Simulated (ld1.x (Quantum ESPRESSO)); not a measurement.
Scattering properties, TM potential for Zr

* Element: zirconium (Zr)
* Generator: ld1.x (Quantum ESPRESSO) 7.5
* Type: norm-conserving Troullier–Martins (Kleinman–Bylander form)
* Functional: PBE
* Relativity: scalar-relativistic
* Frozen core: [Kr]
* Valence charge: 4
* Reference configuration: 4d2 5s2 5p0
* Partial waves: 5s (bound): rc 3.25 bohr; 4d (bound): rc 2.90 bohr; 5p (bound, empty): rc 3.05 bohr
* Local potential: the p channel
* Core correction: none

The phase is arctan(r·u′/u) with u = r·R(r), unwrapped; energies in Ry, scanned from -2 to 5 Ry. A pole is an energy at which the radial function vanishes at the test radius. The pseudo phase is shifted by a multiple of π to meet the all-electron one at the reference energy, and phase errors are pseudo minus all-electron; the curves can meet again beyond the range given. Levels narrower than the energy grid can be missing from the lists of poles.

```json
{"channel": "s", "radius (bohr)": "3.55", "reference energy (Ry)": "-0.33", "poles, all-electron": "0.71", "poles, pseudo": "-1.28, 0.84", "unbroken range about the reference energy with phases within 0.05 rad": "-1.0 to 1.4", "phase error 1 Ry above the reference energy (rad)": "+0.024"}
{"channel": "p", "radius (bohr)": "3.55", "reference energy (Ry)": "-0.11", "poles, all-electron": "1.47", "poles, pseudo": "1.12, 3.64", "unbroken range about the reference energy with phases within 0.05 rad": "below 0.8", "phase error 1 Ry above the reference energy (rad)": "-0.055"}
{"channel": "d", "radius (bohr)": "3.55", "reference energy (Ry)": "-0.26", "poles, all-electron": "-0.06, 2.98", "poles, pseudo": "-0.05, 4.40", "unbroken range about the reference energy with phases within 0.05 rad": "below 0.4", "phase error 1 Ry above the reference energy (rad)": "+0.139"}
```

Note: ghost state, extra bound levels that the all-electron valence spectrum of the same l lacks: s at -17.6 eV. A true bound ghost makes a file unfit for plane-wave use.

Phases in the s channel:

```tsv
E (Ry)	all-electron	pseudo
-2.00	1.328	4.457
-1.76	1.303	4.423
-1.52	1.268	4.358
-1.28	1.216	1.581
-1.04	1.133	1.186
-0.80	0.969	1.002
-0.56	0.551	0.570
-0.32	-0.465	-0.465
-0.08	-1.132	-1.122
0.16	-1.371	-1.355
0.40	-1.485	-1.465
0.64	-1.555	-1.531
0.88	-1.606	-1.577
1.12	-1.649	-1.614
1.36	-1.692	-1.646
1.60	-1.738	-1.677
1.84	-1.796	-1.710
2.08	-1.881	-1.747
2.32	-2.026	-1.794
2.56	-2.346	-1.860
2.80	-3.145	-1.964
3.04	-3.964	-2.159
3.28	-4.295	-2.615
3.52	-4.441	-3.500
3.76	-4.522	-4.095
4.00	-4.574	-4.340
4.24	-4.610	-4.462
4.48	-4.638	-4.534
4.72	-4.661	-4.582
4.96	-4.680	-4.618
```
